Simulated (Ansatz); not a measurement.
The cluster Cu₄Cl₄. Total charge 0; singlet. Geometry r2SCAN-D4/def2-SVP, basis def2-TZVP, Ansatz.

```xyz
8

Cu    0.906    0.751    1.670
Cu   -0.906   -0.751   -1.670
Cu    0.097   -1.284    0.524
Cu   -0.097    1.284   -0.524
Cl    0.001   -0.908    2.717
Cl    0.260   -2.534   -1.311
Cl    1.673    2.296    0.369
Cl   -1.934    1.147   -1.776
```

| run | HOMO (eV) | LUMO (eV) |
| --- | --- | --- |
| A | -7.80 | -2.66 |
| B | -9.35 | -1.76 |
| C | -7.00 | -3.04 |
| D | -6.18 | -3.40 |
| E | -6.37 | -3.33 |

The structure comes from a short search, and lower isomers may exist.

Q: The runs used BHLYP, PBE, PBE0, r2SCAN, r2SCANh. Estimate which is which.

A: A PBE0 (25 % exact exchange); B BHLYP (50 % exact exchange); C r2SCANh (10 % exact exchange); D PBE (0 % exact exchange); E r2SCAN (0 % exact exchange). Exact exchange lowers occupied and raises empty levels; among semilocal functionals meta-GGAs tend to open the gap a little, and such runs are hard to tell apart. The gap grows from 2.78 eV (PBE) to 7.59 eV (BHLYP).
